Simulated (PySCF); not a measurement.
Spectrum to structure. Method used: PySCF, TDDFT PBE0/def2-SVPD, vertical, gas phase, core orbitals frozen in the response. Geometries: GFN2-xTB, one conformer each.

| state | λ (nm) | f |
| --- | --- | --- |
| S1 | 241.1 | 0.0001 |
| S2 | 237.3 | 0.018 |
| S3 | 223.5 | 0.212 |
| S4 | 197.9 | 0.0032 |
| S5 | 191.6 | 0.324 |
| S6 | 190.9 | 0.0003 |
| S7 | 183.8 | 0.052 |
| S8 | 181.2 | 0.0001 |

Orbital energies (eV): HOMO-3 -8.90, HOMO-2 -8.21, HOMO-1 -7.69, HOMO -7.31, LUMO -1.32, LUMO+1 -0.07, LUMO+2 0.32.

Problem. Which structure fits?
A. `C#Cc1ccc(C=O)cc1`
B. `COC(=O)c1ccsc1`
C. `O=Cc1ccc(S)cc1`

Solution. B. Its S1, at 5.14 eV, is the highest among the candidates; the nearest of the others has S1 at 3.73 eV. S1 is HOMO-2→LUMO (90%), HOMO-2→LUMO+1 (8%). Löwdin shares by element: HOMO carbon 83% or more (atoms not listed hold the other 17%); LUMO carbon 52% or more, sulfur 18% (atoms not listed hold the other 30%). At the same level the other candidates give, for their lowest levels:
- `C#Cc1ccc(C=O)cc1`: 346 nm (f 0.000); 272 nm (f 0.532); 265 nm (f 0.018); 254 nm (f 0.000); 216 nm (f 0.000); T1 3.05 eV; HOMO -7.37, LUMO -2.38 eV
- `O=Cc1ccc(S)cc1`: 333 nm (f 0.000); 281 nm (f 0.429); 262 nm (f 0.007); 235 nm (f 0.001); 226 nm (f 0.092); T1 3.13 eV; HOMO -6.90, LUMO -2.01 eV

Conformer computed: `[CH3:1][O:2][C:3](=[O:4])[c:5]1[cH:6][cH:7][s:8][cH:9]1`: C1–O2–C3–O4 0°, O2–C3–C5–C6 0°.
Triplets come from the Tamm–Dancoff approximation.
